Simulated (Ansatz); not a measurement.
The inner images of a band of AlF$_{2}$H$_{4}$NO (9 atoms, charge 0, multiplicity 1) are given out of order.

All numbers below come from RKS r2SCAN-D4/def2-SVP (Ansatz).

Initial state:

```xyz
9
Properties=species:S:1:pos:R:3
Al -0.010 0.169 0.299
N 0.018 -0.050 2.105
H -0.722 -0.581 2.562
H 0.888 -0.272 2.586
F 1.416 0.031 -0.550
F -1.445 -0.199 -0.478
O -0.287 2.082 0.626
H -1.138 2.450 0.344
H -0.346 1.847 1.595
```

Final state:

```xyz
9
Properties=species:S:1:pos:R:3
Al -0.199 0.533 0.173
N -0.009 0.138 2.125
H -0.696 -0.550 2.441
H 0.923 -0.211 2.360
F 1.320 0.100 -0.392
F -1.416 -0.538 -0.256
O -0.581 2.194 0.358
H -0.801 2.799 -0.353
H -0.167 1.011 2.634
```

Q: Put them in order from the first end to the last, with their energies above the first end.
A.
```xyz
9
Properties=species:S:1:pos:R:3
Al -0.048 0.329 0.128
N -0.023 0.130 2.064
H -0.770 -0.402 2.516
H 0.847 -0.075 2.558
F 1.429 0.003 -0.570
F -1.422 -0.346 -0.533
O -0.298 2.043 0.616
H -1.100 2.546 0.451
H -0.240 1.248 1.860
```
B.
```xyz
9
Properties=species:S:1:pos:R:3
Al -0.028 0.219 0.197
N -0.015 0.076 2.067
H -0.760 -0.441 2.535
H 0.852 -0.112 2.571
F 1.425 0.006 -0.584
F -1.427 -0.321 -0.532
O -0.287 2.030 0.680
H -1.098 2.521 0.491
H -0.288 1.498 1.664
```
C.
```xyz
9
Properties=species:S:1:pos:R:3
Al -0.153 0.496 0.141
N -0.002 0.132 2.105
H -0.724 -0.489 2.473
H 0.909 -0.202 2.426
F 1.356 0.042 -0.427
F -1.412 -0.489 -0.364
O -0.485 2.159 0.417
H -0.956 2.757 -0.165
H -0.160 1.071 2.485
```
D.
```xyz
9
Properties=species:S:1:pos:R:3
Al -0.111 0.463 0.107
N -0.002 0.121 2.083
H -0.744 -0.449 2.491
H 0.892 -0.159 2.491
F 1.388 0.007 -0.478
F -1.411 -0.436 -0.444
O -0.392 2.131 0.454
H -1.064 2.693 0.068
H -0.182 1.106 2.317
```
E.
```xyz
9
Properties=species:S:1:pos:R:3
Al -0.076 0.423 0.088
N -0.009 0.112 2.064
H -0.763 -0.416 2.506
H 0.869 -0.096 2.539
F 1.417 0.010 -0.532
F -1.408 -0.393 -0.509
O -0.334 2.093 0.515
H -1.113 2.611 0.306
H -0.210 1.133 2.113
```

A: B (+0.038 eV), A (-0.307 eV), E (-0.700 eV), D (-0.843 eV), C (-0.917 eV).

The run took 78 s on 4 threads of Arm Neoverse V2, with other jobs on the host, peak memory 0.16 GiB.
